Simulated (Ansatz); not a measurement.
Gas-phase reaction in SMILES: [Cl][Cd][Cl] → [Cl][Cd] as doublet, charge 0 + Cl atom (the Cd-Cl bond at the site shown breaks; other sites are not compared here)
Structures are relaxed separately at B3LYP-D3(BJ)/def2-TZVP in Ansatz (an electronic-structure program). Frequencies are from Ansatz. [Cl][Cd] as doublet, charge 0: The spin state was set by rule; other spins were not relaxed. A spin state is the lowest found, not a proven ground state.

Wanted: bond dissociation energy (enthalpy at 298 K, with B3LYP-D3(BJ) rigid-rotor harmonic-oscillator terms), in kJ/mol. Correlated levels leave the core frozen unless marked. UHF or UKS for open shells. Spin-orbit coupling is left out. The frozen core is the preceding noble-gas configuration, with the filled d and f shells of earlier blocks. In def2 rows, elements after Kr have scalar-relativistic effective core potentials. STO-3G rows are all-electron and non-relativistic. CBS marks a two-point X^-3 extrapolation of the correlation energy; Hartree-Fock from the larger set. The bracket is a focal-point correction in the basis named.

| level | program | bond dissociation energy (kJ/mol) |
|---|---|---|
| SVWN5/def2-TZVPD | Ansatz | 428.2 |
| PBE/def2-TZVPD | Ansatz | ? |
| B97M-V/def2-TZVPD | Ansatz | 382.5 |
| r2SCANh-D4/def2-TZVPD | Ansatz + dftd4 | ? |
| wB97M-V/def2-TZVPD | Ansatz | 384.4 |
| B2GP-PLYP/def2-TZVPD | Ansatz | 365.2 |
| PBE-QIDH/def2-TZVPD | Ansatz | 378.0 |
| SCS-MP2/STO-3G | Ansatz | 536.3 |
| RI-MP2/CBS(def2-TZVPPD,def2-QZVPPD)+[CCSD(T)-MP2]/def2-TZVPPD | Ansatz | ? |

**Question.** Some entries are withheld; supply them.

**Answer.** 
- PBE/def2-TZVPD, bond dissociation energy (kJ/mol): 368.9
- r2SCANh-D4/def2-TZVPD, bond dissociation energy (kJ/mol): 369.6
- RI-MP2/CBS(def2-TZVPPD,def2-QZVPPD)+[CCSD(T)-MP2]/def2-TZVPPD, bond dissociation energy (kJ/mol): 385.2
